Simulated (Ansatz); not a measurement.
`[SH][Sn]([SH])([SH])[Cl]`, relaxed with RKS PBE-D4/def2-SVP in Ansatz 0.2.0 from a rough embedded geometry. The force threshold is 0.03 eV/Å; the program also tests the step.

Charge 0, multiplicity 1. Sn: def2 effective core potential.

Start:

```xyz
8

S     1.855   -1.494   -0.026
Sn   -0.168   -0.280    0.137
S    -0.116    0.995    2.151
S    -0.424    1.213   -1.687
Cl   -2.020   -1.753    0.168
H     1.478   -2.103   -1.294
H    -1.402    1.566    1.938
H     0.798    1.856   -1.386
```

```
step  energy (eV)  largest force (eV/Å)  largest move (Å)
   1  -50879.2813                 1.511             0.000
   2  -50879.4664                 0.865             0.191
   3  -50879.5366                 0.294             0.091
   4  -50879.5453                 0.044             0.022
   5  -50879.5470                 0.096             0.046
   6  -50879.5487                 0.096             0.025
   7  -50879.5495                 0.011             0.018
```

End:

```xyz
8

S     1.866   -1.563    0.073
Sn   -0.186   -0.263    0.134
S    -0.090    0.897    2.265
S    -0.497    1.199   -1.787
Cl   -2.091   -1.670    0.012
H     1.580   -2.025   -1.178
H    -1.247    1.566    1.996
H     0.666    1.859   -1.514
```

It took 28 s on 4 threads of an Intel Xeon on a shared host, with 0.19 GiB of host memory at the peak.
